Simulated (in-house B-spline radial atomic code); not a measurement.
Whole-atom quantities along the 2-electron series, configuration 1s2. Breit and QED terms are first order and not part of the total energy; the density at the nucleus is averaged over the nuclear charge. Computed with an all-electron radial atomic-structure program (B-spline basis): Dirac-Hartree-Fock, average of the configuration, finite nuclei.

```json
{"ion": "He", "Z": "2", "E/Z² (Eh)": "-0.71545", "Σ<r²> (bohr²)": "2.3694", "n(0)/Z³ (bohr⁻³)": "0.45032", "Lamb diamagnetic shielding (ppm)": "59.905", "repulsion over attraction": "0.15198", "Breit energy (eV)": "0.0017355", "self-energy (eV)": "0.00064894", "vacuum polarisation (eV)": "-1.9943e-05", "Dirac less non-relativistic energy (Eh)": "-0.00013333"}
{"ion": "Li+", "Z": "3", "E/Z² (Eh)": "-0.80413", "Σ<r²> (bohr²)": "0.89044", "n(0)/Z³ (bohr⁻³)": "0.50831", "Lamb diamagnetic shielding (ppm)": "95.426", "repulsion over attraction": "0.10243", "Breit energy (eV)": "0.0070137", "self-energy (eV)": "0.003255", "vacuum polarisation (eV)": "-0.00011287", "Dirac less non-relativistic energy (Eh)": "-0.00079014"}
{"ion": "Be2+", "Z": "4", "E/Z² (Eh)": "-0.85088", "Σ<r²> (bohr²)": "0.46346", "n(0)/Z³ (bohr⁻³)": "0.54043", "Lamb diamagnetic shielding (ppm)": "130.96", "repulsion over attraction": "0.077181", "Breit energy (eV)": "0.018128", "self-energy (eV)": "0.0098704", "vacuum polarisation (eV)": "-0.00037545", "Dirac less non-relativistic energy (Eh)": "-0.0027013"}
{"ion": "B3+", "Z": "5", "E/Z² (Eh)": "?", "Σ<r²> (bohr²)": "?", "n(0)/Z³ (bohr⁻³)": "?", "Lamb diamagnetic shielding (ppm)": "?", "repulsion over attraction": "?", "Breit energy (eV)": "?", "self-energy (eV)": "?", "vacuum polarisation (eV)": "?", "Dirac less non-relativistic energy (Eh)": "?"}
{"ion": "C4+", "Z": "6", "E/Z² (Eh)": "-0.89933", "Σ<r²> (bohr²)": "0.19121", "n(0)/Z³ (bohr⁻³)": "0.57713", "Lamb diamagnetic shielding (ppm)": "202.09", "repulsion over attraction": "0.051671", "Breit energy (eV)": "0.066578", "self-energy (eV)": "0.045331", "vacuum polarisation (eV)": "-0.0019867", "Dirac less non-relativistic energy (Eh)": "-0.014793"}
{"ion": "N5+", "Z": "7", "E/Z² (Eh)": "-0.91355", "Σ<r²> (bohr²)": "0.13758", "n(0)/Z³ (bohr⁻³)": "0.58954", "Lamb diamagnetic shielding (ppm)": "237.71", "repulsion over attraction": "0.044338", "Breit energy (eV)": "0.10828", "self-energy (eV)": "0.080083", "vacuum polarisation (eV)": "-0.003718", "Dirac less non-relativistic energy (Eh)": "-0.02803"}
{"ion": "O6+", "Z": "8", "E/Z² (Eh)": "-0.92437", "Σ<r²> (bohr²)": "0.1037", "n(0)/Z³ (bohr⁻³)": "0.60006", "Lamb diamagnetic shielding (ppm)": "273.36", "repulsion over attraction": "0.038825", "Breit energy (eV)": "0.16454", "self-energy (eV)": "0.13054", "vacuum polarisation (eV)": "-0.0063831", "Dirac less non-relativistic energy (Eh)": "-0.048638"}
{"ion": "F7+", "Z": "9", "E/Z² (Eh)": "-0.9329", "Σ<r²> (bohr²)": "0.080936", "n(0)/Z³ (bohr⁻³)": "0.60938", "Lamb diamagnetic shielding (ppm)": "309.05", "repulsion over attraction": "0.03453", "Breit energy (eV)": "0.23756", "self-energy (eV)": "0.20023", "vacuum polarisation (eV)": "-0.010264", "Dirac less non-relativistic energy (Eh)": "-0.078953"}
{"ion": "Ne8+", "Z": "10", "E/Z² (Eh)": "-0.93983", "Σ<r²> (bohr²)": "0.064913", "n(0)/Z³ (bohr⁻³)": "0.61812", "Lamb diamagnetic shielding (ppm)": "344.8", "repulsion over attraction": "0.031089", "Breit energy (eV)": "0.32953", "self-energy (eV)": "0.29285", "vacuum polarisation (eV)": "-0.01568", "Dirac less non-relativistic energy (Eh)": "-0.12164"}
{"ion": "Mg10+", "Z": "12", "E/Z² (Eh)": "?", "Σ<r²> (bohr²)": "?", "n(0)/Z³ (bohr⁻³)": "?", "Lamb diamagnetic shielding (ppm)": "?", "repulsion over attraction": "?", "Breit energy (eV)": "?", "self-energy (eV)": "?", "vacuum polarisation (eV)": "?", "Dirac less non-relativistic energy (Eh)": "?"}
{"ion": "Al11+", "Z": "13", "E/Z² (Eh)": "-0.95468", "Σ<r²> (bohr²)": "0.0376", "n(0)/Z³ (bohr⁻³)": "0.64328", "Lamb diamagnetic shielding (ppm)": "452.4", "repulsion over attraction": "0.023928", "Breit energy (eV)": "0.74122", "self-energy (eV)": "0.74731", "vacuum polarisation (eV)": "-0.044855", "Dirac less non-relativistic energy (Eh)": "-0.35559"}
{"ion": "Si12+", "Z": "14", "E/Z² (Eh)": "?", "Σ<r²> (bohr²)": "?", "n(0)/Z³ (bohr⁻³)": "?", "Lamb diamagnetic shielding (ppm)": "?", "repulsion over attraction": "?", "Breit energy (eV)": "?", "self-energy (eV)": "?", "vacuum polarisation (eV)": "?", "Dirac less non-relativistic energy (Eh)": "?"}
{"ion": "P13+", "Z": "15", "E/Z² (Eh)": "-0.96166", "Σ<r²> (bohr²)": "0.027956", "n(0)/Z³ (bohr⁻³)": "0.65998", "Lamb diamagnetic shielding (ppm)": "524.49", "repulsion over attraction": "0.02074", "Breit energy (eV)": "1.151", "self-energy (eV)": "1.2386", "vacuum polarisation (eV)": "-0.079418", "Dirac less non-relativistic energy (Eh)": "-0.63723"}
{"ion": "S14+", "Z": "16", "E/Z² (Eh)": "-0.96461", "Σ<r²> (bohr²)": "0.024463", "n(0)/Z³ (bohr⁻³)": "0.66856", "Lamb diamagnetic shielding (ppm)": "560.66", "repulsion over attraction": "0.019443", "Breit energy (eV)": "1.4033", "self-energy (eV)": "1.5535", "vacuum polarisation (eV)": "-0.10272", "Dirac less non-relativistic energy (Eh)": "-0.82878"}
{"ion": "Cl15+", "Z": "17", "E/Z² (Eh)": "-0.96729", "Σ<r²> (bohr²)": "0.021583", "n(0)/Z³ (bohr⁻³)": "0.67723", "Lamb diamagnetic shielding (ppm)": "596.93", "repulsion over attraction": "0.018298", "Breit energy (eV)": "1.69", "self-energy (eV)": "1.9206", "vacuum polarisation (eV)": "-0.13079", "Dirac less non-relativistic energy (Eh)": "-1.0607"}
```

Question: Fill in the row of B3+.

Answer: E/Z² (Eh): -0.87973; Σ<r²> (bohr²): 0.28357; n(0)/Z³ (bohr⁻³): 0.56159; Lamb diamagnetic shielding (ppm): 166.51; repulsion over attraction: 0.061905; Breit energy (eV): 0.037256; self-energy (eV): 0.022959; vacuum polarisation (eV): -0.00094246; Dirac less non-relativistic energy (Eh): -0.0069132.

Question: Fill in the row of Mg10+.

Answer: E/Z² (Eh): -0.95047; Σ<r²> (bohr²): 0.044397; n(0)/Z³ (bohr⁻³): 0.63492; Lamb diamagnetic shielding (ppm): 416.47; repulsion over attraction: 0.025919; Breit energy (eV): 0.57915; self-energy (eV): 0.56236; vacuum polarisation (eV): -0.032568; Dirac less non-relativistic energy (Eh): -0.25647.

Question: Fill in the row of Si12+.

Answer: E/Z² (Eh): -0.95838; Σ<r²> (bohr²): 0.032247; n(0)/Z³ (bohr⁻³): 0.65157; Lamb diamagnetic shielding (ppm): 488.41; repulsion over attraction: 0.022221; Breit energy (eV): 0.93111; self-energy (eV): 0.97128; vacuum polarisation (eV): -0.060306; Dirac less non-relativistic energy (Eh): -0.48106.

Question: With what power of Z does the column «self-energy (eV)» change over this range?

Answer: A fit of the logarithm of its size against log Z from Z = 2 to 17 has slope 3.71. One-loop self-energy scales as Z⁴F(Zα), with F falling from low Z to about Z = 90.
